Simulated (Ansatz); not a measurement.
# Ligand exchange: GeH3F + C2H3N → GeH3(NH2) + C2HF

Gas-phase species: GeH3F (fluorogermane) `[F][GeH3]`, singlet; C2H3N `C#CN`, singlet; GeH3(NH2), singlet; C2HF (fluoroacetylene) `C#CF`, singlet. The partners trade F for NH2: Ge–F and C–NH2 bonds give way to Ge–NH2 and C–F.

Shapes, held fixed at every level: PBE0-D4/def2-TZVP. Programs: Ansatz 0.2.0. The zero-point and thermal change to 298 K, harmonic and unscaled (PBE0-D4/def2-TZVP), is -0.7 kJ/mol.

```
                level                   kind  ΔH(298 K) (kJ/mol)  less CCSD(T)/def2-TZVPP  CPU time (sum over the molecules)
          HF/def2-SVP           Hartree–Fock              +150.0                    +16.5                                  –
     SPW92/def2-TZVPP                    LDA              +132.9                     -0.6                                5 s
    PBE-D4/def2-TZVPP                    GGA              +135.5                     +2.0                              9.7 s
  B3LYP-D4/def2-TZVPP          global hybrid              +141.8                     +8.3                               14 s
  BHLYP-D4/def2-TZVPP          global hybrid              +145.4                    +11.9                               16 s
r2SCAN0-D4/def2-TZVPP          global hybrid              +142.3                     +8.8                               19 s
    B2PLYP/def2-TZVPP          double hybrid              +142.1                     +8.6                               25 s
   CCSD(T)/def2-TZVPP  coupled cluster or CI              +133.5                      0.0                                  –
```

The highest level, CCSD(T)/def2-TZVPP, gives ΔH(298 K) = +133.5 kJ/mol; the levels span +132.9 to +150.0. The column of differences is taken from that level and isn't an error. No measured value is set beside it here. Relativity is left out for Ge. Outer-core shells of Ge are correlated, in sets that cover them unevenly. Times are processor times on shared x86 and Arm servers, and rough.
